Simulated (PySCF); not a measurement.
C2H8BN.

```xyz
12

B     -0.5805    -0.0897     0.8440
H     -1.5400    -0.3854     1.5246
C      0.6945     0.6167     1.4642
H      1.6062     0.0101     1.3146
H      0.5931     0.7970     2.5447
H      0.8915     1.5921     0.9834
N     -0.6778    -0.4133    -0.5132
C      0.2935    -0.1889    -1.5650
H     -1.5276    -0.8656    -0.8347
H     -0.1092     0.4562    -2.3664
H      0.6197    -1.1349    -2.0331
H      1.1848     0.3051    -1.1559
```
Charge 0, spin multiplicity 1.

Geometry optimised at B3LYP-D3(BJ)/def2-SVP. A frequency run showed that this geometry is not a minimum. The structure was generated by enumeration, and PubChem lists no compound with its InChIKey, so it may never have been made. The values are those of a single conformer.

Calculation: PySCF with PBE/pcSseg-1. Non-relativistic, no solvent.

Computed absolute GIAO shielding of each atom: isotropic value and principal components (ppm):
```tsv
atom	σ(iso)	σ11	σ22	σ33	span
B1	55.5	12.7	44.3	109.5	96.8
H2	26.2	25.0	26.3	27.3	2.3
C3	180.7	169.7	183.3	189.1	19.3
H4	30.9	26.8	29.8	36.2	9.4
H5	30.6	27.2	28.0	36.6	9.4
H6	30.9	26.8	29.8	36.2	9.4
N7	128.1	19.4	165.1	199.8	180.4
C8	147.2	122.6	140.6	178.3	55.7
H9	26.9	20.5	27.3	32.9	12.3
H10	28.5	24.3	26.6	34.6	10.3
H11	28.5	24.3	26.5	34.6	10.3
H12	28.1	24.2	29.3	30.9	6.8
```
